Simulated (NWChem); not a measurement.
System: Ge₃H₇, doublet; SMILES [GeH]([GeH3])[GeH3]

No frequency run checked for a minimum.

Q: Give the equilibrium geometry at PBE0/def2-SVP, spin-unrestricted (NWChem) as an XYZ file, with the point group.

A: point group Cs; any orientation.
```
10

Ge     0.5296     2.0609    -0.1197
Ge    -0.6901    -0.0038     0.2487
Ge     0.5724    -2.0559    -0.0381
H      0.9612     2.2137    -1.5942
H      1.7906     2.0694     0.7639
H     -0.3548     3.2635     0.2592
H     -2.0025    -0.0341    -0.5762
H      1.0087    -2.2572    -1.5054
H     -0.2877    -3.2605     0.3873
H      1.8325    -2.0040     0.8455
```
